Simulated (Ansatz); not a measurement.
Geometry optimisation, DFT PBE, scalar-relativistic, plane waves, PAW (Ansatz).

Input file:

```yaml
crystal:
  lattice:
    - [0.0, 3.57, 3.57]
    - [3.57, 0.0, 3.57]
    - [3.57, 3.57, 0.0]
  atoms:
    - { symbol: C, position: [0.0, 0.0, 0.0] }
    - { symbol: C, position: [0.125, 0.125, 0.125] }
    - { symbol: C, position: [0.0, 0.0, 0.5] }
    - { symbol: C, position: [0.125, 0.125, 0.625] }
    - { symbol: C, position: [0.0, 0.5, 0.0] }
    - { symbol: C, position: [0.125, 0.625, 0.125] }
    - { symbol: C, position: [0.0, 0.5, 0.5] }
    - { symbol: C, position: [0.125, 0.625, 0.625] }
    - { symbol: C, position: [0.5, 0.0, 0.0] }
    - { symbol: C, position: [0.625, 0.125, 0.125] }
    - { symbol: C, position: [0.5, 0.0, 0.5] }
    - { symbol: C, position: [0.625, 0.125, 0.625] }
    - { symbol: C, position: [0.5, 0.5, 0.0] }
    - { symbol: C, position: [0.625, 0.625, 0.125] }
    - { symbol: C, position: [0.5, 0.5, 0.5] }
    - { symbol: C, position: [0.625, 0.625, 0.625] }
    - { symbol: H, position: [0.8772283, 0.3745679, 0.8770954], spin: 1.0 }
magnetization:
  spin_polarized: true
basis:
  ecutwfc: 420.0
kpoints:
  mp_grid: { grid: [3, 3, 3] }
hamiltonian:
  xc: pbe
scf:
  occupations: { method: fermi_dirac, width: 0.05 }
  lower_state_search: "off"
relax:
  f_tol: 0.08
  max_steps: 25
  adjacent_minimum: "off"
output:
  write_density: true
  write_potential: true
  elf: true
  volumetric_format: npy
```

Launched with:

```bash
$ ansatz run input.yaml --threads 1 --pin off --max-ram 3072MiB --backend cpu --events-out ev --progress --plain --runs-dir out
```

Problem. Where does it end, and by what steps?

Solution. The forces met the threshold. The force dipped under the threshold on the way, but the program's further checks kept it going. After 3 steps the energy has fallen by 0.076 eV; C2 moved furthest, 0.02 Å.

```csv
step,energy less start (eV),largest force component (eV/Å),accepted
0,0.0000,1.205,yes
1,-0.0650,0.410,yes
2,-0.0764,0.031,yes
3,-0.0764,0.031,yes
```

```xyz
17
Lattice="0.0000 3.5700 3.5700 3.5700 0.0000 3.5700 3.5700 3.5700 0.0000" Properties=species:S:1:pos:R:3
C 0.001 0.000 0.001
C 0.892 0.915 0.892
C 1.782 1.789 0.003
C 2.656 2.678 0.893
C 1.784 -0.001 1.784
C 2.678 0.893 2.678
C 3.570 1.786 1.785
C 4.462 2.678 2.700
C 0.003 1.789 1.782
C 0.893 2.678 2.656
C 1.782 3.567 1.782
C 2.678 4.463 2.678
C 1.785 1.786 3.570
C 2.700 2.678 4.462
C 3.573 3.567 3.573
C 4.463 4.442 4.463
H 4.466 6.257 4.466
```

The run took 90 s on 1 thread of Intel(R) Xeon(R) Platinum 8259CL CPU @ 2.50GHz (Skylake/Cascade Lake), with other jobs on the host, peak memory 0.45 GiB.
